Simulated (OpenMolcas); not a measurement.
**Mo III: the spin-orbit constant, worked from levels**

* Program: OpenMolcas
* Basis: ANO-RCC-VTZP [7s6p4d2f1g]
* Scalar Hamiltonian: DKH2, point nucleus
* Active space: 4 electrons in 10 orbitals (4d 5d)
* State averaging: 2S+1 = 5 even, 5 roots; 2S+1 = 3 even, 45 roots; 2S+1 = 1 even, 49 roots
* Spin-orbit coupling: RASSI with atomic mean-field integrals over the reference wave functions, term energies averaged over their components

Methods: CASSCF; MS-CASPT2, IPEA 0.25 Eh, imaginary shift 0.1 Eh (closed shells correlated: 4s 4p). Measured levels: Sugar and Musgrove, J. Phys. Chem. Ref. Data 17, 155 (1988).

**The spin-orbit constant.** For the Hund term ⁵D of d4, E(J) = (A/2) J(J+1) + constant and ζ = 2S·A = 4A. From J = 0 to J = 4 the energy changes by 10 A.

```
   Source  E(4) - E(0)      A    ζ
   CASSCF       1843.8  184.4  738
MS-CASPT2       1872.0  187.2  749
 measured       1872.3  187.2  749
```

All in cm-1. MS-CASPT2 is off by 0 % and CASSCF by -1.5 %. Both methods take the spin-orbit matrix elements from the reference wave functions, so the second can move ζ only through the term energies and any multistate remixing. Second-order mixing with other terms is absorbed into this ζ.

Term energies are means over components that CASPT2 splits; among the terms shown or strongly mixed into the levels shown the widest spread is 14 cm-1 (4d⁴ ⁵D, MS-CASPT2). Active for correlation alone: 5d; no level in the range computed is led by a configuration that fills it, so any true level of that kind is missing. Without dynamic correlation excited terms often stand tens of per cent too high (terms of higher spin than the ground term too low), and those without a measured partner can miss by more than the paired ones (holds for CASSCF). Computed and measured levels are paired by configuration, term and J; levels that our copy of the source lacks, or whose pairing is in doubt (as where it misses far off the trend of its configuration), stay unpaired and out of the deviations. Levels of configurations outside the active space are missing.
